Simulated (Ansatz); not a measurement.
Steps of a relaxation of `C[SiH](N)S` with RKS PBE-D4/def2-SVP.

```sh
$ ansatz run in.yaml --threads 4 --pin off --events-out ev --progress --plain --max-ram 10444MiB
```

```yaml
crystal:
  periodic: [false, false, false]
  atoms:
    - {symbol: C, position_ang: [-1.000400, 0.948700, -0.304000]}
    - {symbol: Si, position_ang: [0.085400, -0.347000, 0.208200]}
    - {symbol: N, position_ang: [1.552200, 0.243500, 0.729400]}
    - {symbol: S, position_ang: [0.628300, -1.617800, -1.424600]}
    - {symbol: H, position_ang: [-2.000800, 0.584200, -0.689400]}
    - {symbol: H, position_ang: [-1.272700, 1.690500, 0.510300]}
    - {symbol: H, position_ang: [-0.597100, 1.596200, -1.122700]}
    - {symbol: H, position_ang: [-0.423300, -1.134600, 1.307700]}
    - {symbol: H, position_ang: [1.534200, 0.498600, 1.771500]}
    - {symbol: H, position_ang: [2.271300, -0.507000, 0.696400]}
    - {symbol: H, position_ang: [-0.711900, -2.012300, -1.662200]}
basis:
  gaussian: {orbitals: def2-SVP}
hamiltonian: {xc: pbe, dispersion: d4}
relax: {f_tol: 0.03, max_steps: 200}
```

Positions (Å) and forces (eV/Å) along the path, 8 of 8 steps:

```xyz
11
step=1 energy=-21335.4102 eV
C    -1.000    0.949   -0.304   -2.647    2.559   -0.800
Si    0.085   -0.347    0.208   -0.328   -1.713   -0.409
N     1.552    0.243    0.729    3.147    0.934    2.516
S     0.628   -1.618   -1.425   -1.101   -0.668   -0.676
H    -2.001    0.584   -0.689    0.569    0.053    0.250
H    -1.273    1.690    0.510    0.243   -0.582   -0.257
H    -0.597    1.596   -1.123    0.150   -0.374    0.161
H    -0.423   -1.135    1.308   -1.053   -0.807    0.756
H     1.534    0.499    1.772    0.007   -0.137   -1.605
H     2.271   -0.507    0.696   -0.117    0.445   -0.103
H    -0.712   -2.012   -1.662    1.129    0.289    0.167
11
step=2 energy=-21335.8474 eV
C    -1.024    0.967   -0.300   -1.138    1.372   -0.358
Si    0.095   -0.360    0.234   -0.388   -1.247   -0.157
N     1.610    0.249    0.749    1.254    0.287    1.094
S     0.589   -1.640   -1.448   -0.259   -0.188   -0.219
H    -2.003    0.592   -0.689    0.246   -0.067    0.114
H    -1.284    1.675    0.527    0.107   -0.204   -0.094
H    -0.579    1.587   -1.111    0.060   -0.160    0.095
H    -0.569   -1.196    1.290   -0.244   -0.122    0.115
H     1.599    0.585    1.738   -0.007   -0.031   -0.678
H     2.341   -0.481    0.733   -0.039    0.193   -0.091
H    -0.710   -2.035   -1.703    0.408    0.166    0.179
11
step=3 energy=-21335.9473 eV
C    -1.055    1.004   -0.294    0.040    0.162   -0.099
Si    0.075   -0.402    0.213    0.172   -0.202    0.007
N     1.631    0.211    0.734   -0.022    0.017    0.344
S     0.648   -1.661   -1.476   -0.303    0.186    0.209
H    -2.014    0.617   -0.688   -0.059   -0.043   -0.019
H    -1.295    1.671    0.562    0.033   -0.036    0.024
H    -0.573    1.614   -1.085   -0.011   -0.009    0.024
H    -0.685   -1.242    1.240    0.108    0.025   -0.163
H     1.620    0.650    1.666    0.053    0.067   -0.150
H     2.374   -0.498    0.745   -0.020    0.021   -0.019
H    -0.660   -2.021   -1.595    0.009   -0.188   -0.158
11
step=4 energy=-21336.0006 eV
C    -1.042    1.040   -0.280    0.029   -0.004    0.105
Si    0.072   -0.408    0.176    0.086    0.046    0.092
N     1.624    0.193    0.732   -0.028   -0.133    0.154
S     0.603   -1.623   -1.539   -0.094    0.030   -0.018
H    -2.008    0.678   -0.689    0.013   -0.018   -0.012
H    -1.274    1.654    0.616   -0.002    0.018    0.001
H    -0.558    1.689   -1.036    0.019   -0.024   -0.001
H    -0.678   -1.315    1.141    0.004    0.079   -0.086
H     1.618    0.782    1.576   -0.006   -0.041   -0.189
H     2.337   -0.540    0.853   -0.077    0.135    0.001
H    -0.629   -2.207   -1.529    0.056   -0.090   -0.047
11
step=5 energy=-21336.0087 eV
C    -1.034    1.070   -0.255    0.012   -0.027    0.119
Si    0.062   -0.409    0.146    0.013    0.149    0.131
N     1.614    0.169    0.719    0.057    0.019    0.423
S     0.578   -1.585   -1.595   -0.607   -0.475   -0.039
H    -2.002    0.728   -0.679    0.053    0.015    0.003
H    -1.260    1.653    0.666    0.007   -0.011   -0.056
H    -0.544    1.742   -0.987    0.001   -0.018    0.002
H    -0.700   -1.334    1.075   -0.019    0.018   -0.035
H     1.615    0.868    1.489    0.005   -0.397   -0.468
H     2.299   -0.576    0.926   -0.168    0.313   -0.025
H    -0.562   -2.384   -1.484    0.645    0.414   -0.055
11
step=6 energy=-21336.0347 eV
C    -1.022    1.093   -0.217   -0.059   -0.001    0.033
Si    0.017   -0.430    0.128    0.328    0.048    0.033
N     1.556    0.103    0.743   -0.039    0.044    0.038
S     0.530   -1.539   -1.666   -0.134   -0.109    0.068
H    -2.003    0.792   -0.636   -0.016    0.014   -0.013
H    -1.213    1.671    0.711   -0.001    0.011   -0.002
H    -0.520    1.752   -0.952    0.024    0.033   -0.017
H    -0.771   -1.386    0.995   -0.030   -0.025   -0.004
H     1.632    0.951    1.308   -0.089    0.059    0.026
H     2.272   -0.571    1.020   -0.012   -0.067   -0.066
H    -0.413   -2.492   -1.414    0.028   -0.007   -0.094
11
step=7 energy=-21336.0429 eV
C    -1.018    1.092   -0.221    0.023   -0.006   -0.005
Si    0.034   -0.428    0.133   -0.022    0.033    0.042
N     1.567    0.130    0.734   -0.018   -0.067   -0.046
S     0.525   -1.574   -1.644    0.098    0.059   -0.045
H    -1.991    0.791   -0.657   -0.022   -0.003   -0.014
H    -1.227    1.663    0.709    0.003   -0.002    0.008
H    -0.508    1.763   -0.940    0.002   -0.004    0.003
H    -0.759   -1.368    1.017    0.003   -0.007   -0.009
H     1.598    0.934    1.365   -0.002    0.019    0.016
H     2.289   -0.554    0.971    0.011    0.021    0.007
H    -0.444   -2.506   -1.447   -0.077   -0.043    0.043
11
step=8 energy=-21336.0436 eV
C    -1.018    1.089   -0.222   -0.005    0.005    0.015
Si    0.033   -0.428    0.136    0.015   -0.021   -0.020
N     1.565    0.127    0.737   -0.001    0.023    0.007
S     0.529   -1.574   -1.641    0.004   -0.001   -0.003
H    -1.990    0.790   -0.664   -0.001   -0.003   -0.002
H    -1.231    1.658    0.708   -0.002    0.005    0.000
H    -0.504    1.762   -0.937    0.007   -0.001    0.001
H    -0.760   -1.374    1.013   -0.005    0.002    0.004
H     1.597    0.933    1.365    0.000   -0.002   -0.005
H     2.300   -0.547    0.965   -0.007   -0.006    0.000
H    -0.456   -2.493   -1.438   -0.005    0.000    0.003
```

Run time 9 s (4 threads of an Arm Neoverse V2 on a shared host); peak host memory 0.15 GiB.
